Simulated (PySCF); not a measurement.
Isomers of C6H6S.

All values: PBE0/pcSseg-1 (PySCF) at GFN2-xTB geometries, gas phase, one conformer each.

(1) Rank by the lowest IAO charge on any atom, highest value first.
A. `[CH3:1][C:2](=[S:3])[CH:4]=[C:5]1[CH:6]=[CH:7]1` with C1–C2–C4–C5 180°
B. `[CH2:1]=[CH:2][c:3]1[cH:4][cH:5][s:6][cH:7]1` with C1–C2–C3–C4 0°
C. `[SH:1][c:2]1[cH:3][cH:4][cH:5][cH:6][cH:7]1` with H–S1–C2–C3 180°

(2) Rank by the highest IAO charge on any atom, highest value first.
A. `[CH2:1]=[CH:2][c:3]1[cH:4][cH:5][s:6][cH:7]1` with C1–C2–C3–C4 0°
B. `[CH3:1][C:2](=[S:3])[CH:4]=[C:5]1[CH:6]=[CH:7]1` with C1–C2–C4–C5 180°
C. `[SH:1][c:2]1[cH:3][cH:4][cH:5][cH:6][cH:7]1` with H–S1–C2–C3 180°
D. `[CH2:1]=[CH:2][c:3]1[cH:4][cH:5][cH:6][s:7]1` with C1–C2–C3–C4 180°

(3) Rank by HOMO–LUMO gap, highest first.
A. `[CH2:1]=[CH:2][c:3]1[cH:4][cH:5][cH:6][s:7]1` with C1–C2–C3–C4 180°
B. `[CH2:1]=[CH:2][c:3]1[cH:4][cH:5][s:6][cH:7]1` with C1–C2–C3–C4 0°
C. `[SH:1][c:2]1[cH:3][cH:4][cH:5][cH:6][cH:7]1` with H–S1–C2–C3 180°
D. `[CH3:1][C:2](=[S:3])[CH:4]=[C:5]1[CH:6]=[CH:7]1` with C1–C2–C4–C5 180°

Results:

(1) C (-0.171 e), B (-0.327 e), A (-0.433 e).

(2) A (+0.346 e), D (+0.319 e), B (+0.205 e), C (+0.157 e).

(3) C (6.03 eV), B (5.72 eV), A (5.08 eV), D (4.11 eV).

All values together:

```tsv
SMILES	μ (D)	HOMO (eV)	LUMO (eV)	lowest IAO charge (e)	highest IAO charge (e)	lowest Hirshfeld charge (e)	highest Hirshfeld charge (e)
C=Cc1cccs1	0.67	-6.32	-1.24	-0.321 (C)	+0.319 (S)	-0.107 (C)	+0.110 (S)
CC(=S)C=C1C=C1	4.73	-5.63	-1.52	-0.433 (C)	+0.205 (H)	-0.219 (S)	+0.095 (H)
C=Cc1ccsc1	0.29	-6.49	-0.78	-0.327 (C)	+0.346 (S)	-0.103 (C)	+0.104 (S)
Sc1ccccc1	1.23	-6.40	-0.37	-0.171 (C)	+0.157 (H)	-0.063 (C)	+0.060 (H)
```

Conformers: `[CH2:1]=[CH:2][c:3]1[cH:4][cH:5][cH:6][s:7]1` with C1–C2–C3–C4 180°; `[CH3:1][C:2](=[S:3])[CH:4]=[C:5]1[CH:6]=[CH:7]1` with C1–C2–C4–C5 180°; `[CH2:1]=[CH:2][c:3]1[cH:4][cH:5][s:6][cH:7]1` with C1–C2–C3–C4 0°; `[SH:1][c:2]1[cH:3][cH:4][cH:5][cH:6][cH:7]1` with H–S1–C2–C3 180°.
